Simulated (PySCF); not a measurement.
Compound: CH10N3PSi2.
Atom-mapped SMILES: `[CH2:1]=[N:2][Si@@:3]([NH2:4])([PH2:5])[NH:6][SiH3:7]` (hydrogens: H8, H9 on C1; H10, H11 on N4; H12, H13 on P5; H14 on N6; H15, H16, H17 on Si7)

Computed with TDDFT wB97X-D/def2-SVPD, vertical, gas phase, core orbitals frozen in the response (PySCF). One conformer (not necessarily the lowest) at the GFN2-xTB geometry, without solvent, vibrations or thermal averaging. GFN2-xTB frequencies show an imaginary mode (34i cm⁻¹), so this geometry is no minimum at that level. Torsions of this conformer, `[CH2:1]=[N:2][Si@@:3]([NH2:4])([PH2:5])[NH:6][SiH3:7]`: C1–N2–Si3–N4 -106°, N2–Si3–N6–Si7 -178°, H–N4–Si3–N2 71°, H–N4–Si3–N2 -65°, H–P5–Si3–N2 72°, H–P5–Si3–N2 165°.

Each state is given a Gaussian of 0.3 eV full width at half maximum, with ε(max) = 2.175×10⁸ f / Δν̃ (Δν̃ the width in cm⁻¹). The width is an assumption, not a result. The curve ends short of the highest state used, and states not computed would add to its high-energy end.

```json
{"λ (nm)": "187.9", "ε (L mol⁻¹ cm⁻¹)": "4982"}
{"λ (nm)": "191.4", "ε (L mol⁻¹ cm⁻¹)": "5042"}
{"λ (nm)": "194.9", "ε (L mol⁻¹ cm⁻¹)": "3415"}
{"λ (nm)": "198.4", "ε (L mol⁻¹ cm⁻¹)": "1615"}
{"λ (nm)": "201.9", "ε (L mol⁻¹ cm⁻¹)": "1504"}
{"λ (nm)": "205.4", "ε (L mol⁻¹ cm⁻¹)": "1716"}
{"λ (nm)": "208.9", "ε (L mol⁻¹ cm⁻¹)": "1159"}
{"λ (nm)": "212.4", "ε (L mol⁻¹ cm⁻¹)": "441"}
{"λ (nm)": "215.9", "ε (L mol⁻¹ cm⁻¹)": "99"}
{"λ (nm)": "219.4", "ε (L mol⁻¹ cm⁻¹)": "14"}
{"λ (nm)": "222.9", "ε (L mol⁻¹ cm⁻¹)": "1"}
{"λ (nm)": "226.4", "ε (L mol⁻¹ cm⁻¹)": "0"}
{"λ (nm)": "229.9", "ε (L mol⁻¹ cm⁻¹)": "0"}
{"λ (nm)": "233.4", "ε (L mol⁻¹ cm⁻¹)": "0"}
{"λ (nm)": "236.9", "ε (L mol⁻¹ cm⁻¹)": "0"}
{"λ (nm)": "240.4", "ε (L mol⁻¹ cm⁻¹)": "0"}
{"λ (nm)": "243.9", "ε (L mol⁻¹ cm⁻¹)": "0"}
{"λ (nm)": "247.4", "ε (L mol⁻¹ cm⁻¹)": "0"}
{"λ (nm)": "250.9", "ε (L mol⁻¹ cm⁻¹)": "0"}
{"λ (nm)": "254.4", "ε (L mol⁻¹ cm⁻¹)": "0"}
{"λ (nm)": "257.9", "ε (L mol⁻¹ cm⁻¹)": "0"}
{"λ (nm)": "261.4", "ε (L mol⁻¹ cm⁻¹)": "0"}
{"λ (nm)": "264.9", "ε (L mol⁻¹ cm⁻¹)": "0"}
{"λ (nm)": "268.4", "ε (L mol⁻¹ cm⁻¹)": "0"}
{"λ (nm)": "271.9", "ε (L mol⁻¹ cm⁻¹)": "0"}
{"λ (nm)": "275.4", "ε (L mol⁻¹ cm⁻¹)": "0"}
{"λ (nm)": "278.9", "ε (L mol⁻¹ cm⁻¹)": "1"}
{"λ (nm)": "282.4", "ε (L mol⁻¹ cm⁻¹)": "4"}
{"λ (nm)": "285.9", "ε (L mol⁻¹ cm⁻¹)": "8"}
{"λ (nm)": "289.4", "ε (L mol⁻¹ cm⁻¹)": "16"}
{"λ (nm)": "292.9", "ε (L mol⁻¹ cm⁻¹)": "25"}
{"λ (nm)": "296.4", "ε (L mol⁻¹ cm⁻¹)": "33"}
{"λ (nm)": "299.9", "ε (L mol⁻¹ cm⁻¹)": "38"}
{"λ (nm)": "303.4", "ε (L mol⁻¹ cm⁻¹)": "38"}
{"λ (nm)": "306.9", "ε (L mol⁻¹ cm⁻¹)": "33"}
{"λ (nm)": "310.3", "ε (L mol⁻¹ cm⁻¹)": "25"}
{"λ (nm)": "313.8", "ε (L mol⁻¹ cm⁻¹)": "17"}
{"λ (nm)": "317.3", "ε (L mol⁻¹ cm⁻¹)": "10"}
{"λ (nm)": "320.8", "ε (L mol⁻¹ cm⁻¹)": "6"}
{"λ (nm)": "324.3", "ε (L mol⁻¹ cm⁻¹)": "3"}
{"λ (nm)": "327.8", "ε (L mol⁻¹ cm⁻¹)": "1"}
{"λ (nm)": "331.3", "ε (L mol⁻¹ cm⁻¹)": "1"}
{"λ (nm)": "334.8", "ε (L mol⁻¹ cm⁻¹)": "0"}
{"λ (nm)": "338.3", "ε (L mol⁻¹ cm⁻¹)": "0"}
```

Q: Where are the band maxima, and which computed states make them?

A: 301 nm (4.11 eV), ε about 39, made up of S1 (100%); 205 nm (6.06 eV), ε about 1700, made up of S2 (98%); 190 nm (6.51 eV), ε about 5100, made up of S4 (83%) and S5 (10%) (ε in L mol⁻¹ cm⁻¹; maxima over ε = 5, shares over 10%). The states used: S1 4.11 eV (f 0.0004); S2 6.05 eV (f 0.019); S3 6.29 eV (f 0.0010); S4 6.47 eV (f 0.050); S5 6.72 eV (f 0.021); S6 6.79 eV (f 0.037); S7 7.09 eV (f 0.028); S8 7.20 eV (f 0.061).

Q: What would ε be at 6.51 eV, the highest of these maxima, with half the width (0.15 eV)?

A: About 7240 L mol⁻¹ cm⁻¹ against 5110, a factor of about 1.4; a lone state at its own centre would give exactly 2.

Q: On this curve, what absorbance would a 10⁻³ mol/L sample give at 308 nm over a 1 cm path?

A: 308 nm is 4.025 eV, where ε is about 30 L mol⁻¹ cm⁻¹, so A = ε c l ≈ 0.03 (Beer–Lambert, with the gas-phase spectrum and the assumed width).

Q: Coming from long wavelengths, where does ε first pass 100 L mol⁻¹ cm⁻¹?

A: At about 216 nm (5.74 eV), 1.63 eV above S1.

Hardware: one thread, Arm Neoverse V1 (aarch64), shared host. Cost: 80 s (with the writing of density and orbital grids), 1.0 GiB resident at most.
